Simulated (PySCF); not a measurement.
Compound: C₅H₃NS.
InChI=1S/C5H3NS/c1-2-5-3-6-4-7-5/h1,3-4H

All values: CAM-B3LYP/def2-SVPD (PySCF, non-relativistic), on one gas-phase PBE0-D3(BJ)/def2-SVP geometry that isn't relaxed in the solvent. The solvent is an IEF-PCM continuum (cavity from Bondi-type radii × 1.2), and excitations are vertical TDDFT with non-equilibrium linear response and a frozen core. The model holds no explicit solvent molecules, cavitation or dispersion.

Gas-phase singlets (H = HOMO, L = LUMO):

```csv
state,E (eV),λ (nm),f,leading configurations
S1,4.942,251,0.241,H→L 91%
S2,5.095,243,0.000,H-1→L 93%
S3,5.486,226,0.000,"H→L+1 56%, H→L+4 28%"
S4,5.759,215,0.000,"H-3→L 79%, H-1→L+3 10%"
S5,5.780,214,0.032,"H-2→L 73%, H→L+3 18%"
```

Q: What are the lowest 5 singlets in acetone (ε = 20.49)?

A: 
```tsv
state	E (eV)	λ (nm)	f	leading configurations	change by rank (eV)
S1	4.887	254	0.313	H→L 93%	-0.055
S2	5.235	237	0.000	H-1→L 92%	+0.140
S3	5.564	223	0.000	H→L+1 60%, H→L+4 21%	+0.078
S4	5.763	215	0.043	H-2→L 74%, H→L+3 18%	+0.004
S5	5.841	212	0.000	H-3→L 80%, H-1→L+3 11%	+0.061
```

Q: How does the list change in acetonitrile (ε = 35.69)?

A: 
```
state  E (eV)  λ (nm)      f  leading configurations  change by rank (eV)
   S1   4.891     253  0.311                 H→L 93%               -0.051
   S2   5.240     237  0.000               H-1→L 92%               +0.145
   S3   5.567     223  0.000    H→L+1 60%, H→L+4 21%               +0.081
   S4   5.765     215  0.043    H-2→L 74%, H→L+3 18%               +0.006
   S5   5.845     212  0.000  H-3→L 80%, H-1→L+3 11%               +0.065
```

Q: The ground-state energy changes by -0.229 eV from gas to acetonitrile. By how much does the total energy of gas-phase S1 change?

A: E(S1) = E(S0) + excitation energy, so it changes by -0.229 − 0.051 = -0.280 eV: it is lowered more than the ground state, which is what a red shift means. This is the vertical state, with the slow part of the continuum still set for S0.

Q: How do the frontier levels move from gas to acetonitrile?

A: 
```tsv
orbital	gas (eV)	solvent (eV)	change (eV)
LUMO+2	1.25	1.29	+0.04
LUMO+1	0.76	0.94	+0.18
LUMO	-0.58	-0.53	+0.05
HOMO	-8.26	-8.24	+0.02
HOMO-1	-9.43	-9.52	-0.09
HOMO-2	-9.62	-9.60	+0.02
HOMO-3	-10.11	-10.18	-0.07
```

The HOMO–LUMO gap goes from 7.68 to 7.71 eV.
